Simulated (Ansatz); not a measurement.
A made-up structure of MgGaHF, doublet:

```
4
angstrom
F -1.0490 -0.3870 0.1721
Mg -1.3637 1.4514 0.5889
Ga 0.8820 0.1769 -0.1724
H -2.2158 2.7026 1.4055
```

It is relaxed with PBE-D4/def2-SVP and then PBE0-D4/def2-TZVP (Ansatz 0.2.0). Atoms count as bonded within 1.22 times the sum of their covalent radii (H–H: 0.88 Å). The end point is not checked to be a true minimum.

**Question.** Does its bonding change? (A judgement: the text doesn't fix the answer.)

**Answer.** The calculation gives: No: no bond forms or breaks.

Where it ends: The first stage lowers the energy by 0.14 eV in 6 steps. It ends as MgGaHF ([F]1[MgH][Ga]1):
```csv
atom,x (Å),y (Å),z (Å)
F1,-1.0406,-0.2359,0.2106
Mg2,-1.2156,1.5816,0.7328
Ga3,0.9325,-0.0198,-0.2942
H4,-2.4228,2.6180,1.3449
```

Labels in which every atom is bracketed show which atoms are joined, not bond orders.

For scale, one of the runs: PBE0-D4/def2-TZVP relaxation, 117 basis functions, launched by `ansatz run in.yaml --threads 2 --pin off --events-out ev --progress --plain --max-ram 4352MiB`. Hardware: 2 CPU threads of an Arm Neoverse V2, shared host. Wall time about 25 s.
